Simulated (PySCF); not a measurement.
NICS in isomers of C6H11FN2Si.

NICS is the negative of the GIAO shielding at a point without a nucleus: at the ring centre (0) and 1 Å above and below it (1); zz is the component along the ring normal. Level: GIAO PBE0/pcSseg-1 (PySCF, non-relativistic, gas phase) on the GFN2-xTB geometries, one conformer each. Atom numbers follow the mapped SMILES.

Question: Order these rings by mean NICS(1)zz, lowest (most negative) first (ppm).
A. ring Si4–N5–C6–C7–N10 in `[CH3:1][C:2]#[C:3][Si@@H:4]1[NH:5][CH2:6][C@@H:7]([CH2:8][F:9])[NH:10]1`
B. ring C4–C5–C6–C7 in `[N:1]#[C:2][CH2:3][C@@H:4]1[CH2:5][CH2:6][C@H:7]1[NH:8][SiH2:9][F:10]`
C. ring C3–N4–N5–C7–C9 in `[CH3:1][CH2:2][c:3]1[n:4][n:5]([SiH3:6])[c:7]([CH3:8])[c:9]1[F:10]`
D. ring C4–C5–C7–N8–N9 in `[CH3:1][CH2:2][CH2:3][c:4]1[c:5]([F:6])[cH:7][n:8][n:9]1[SiH3:10]`

Answer: D (-27.9), C (-26.1), A (-2.7), B (2.8).

```
                     SMILES                                                      ring  NICS(0)  NICS(1)  NICS(1)zz  HOMA  rms pucker (Å)  ring atoms with four or more neighbours
        CCCc1c(F)cnn1[SiH3]       5-membered ring with 2 N; formal bonds all aromatic    -14.0    -11.2      -27.9  0.93            0.00                                        0
      CCc1nn([SiH3])c(C)c1F       5-membered ring with 2 N; formal bonds all aromatic    -13.6    -11.0      -26.1  0.90            0.00                                        0
 CC#C[Si@@H]1NC[C@@H](CF)N1  5-membered ring with 2 N and Si; formal bonds all single     -7.9     -2.8       -2.7     –            0.14                                        3
N#CC[C@@H]1CC[C@H]1N[SiH2]F            4-membered carbocycle; formal bonds all single     -2.7     -1.6        2.8     –            0.10                                        4
```

NICS(0) gives the same order. The isotropic NICS(1) gives the same order. HOMA uses Krygowski's 1993 parameters; it is left out where a ring has a four-coordinate atom, a triple bond, no multiple bond or a kind of bond without parameters. NICS(1) and NICS(1)zz are means over the two faces.
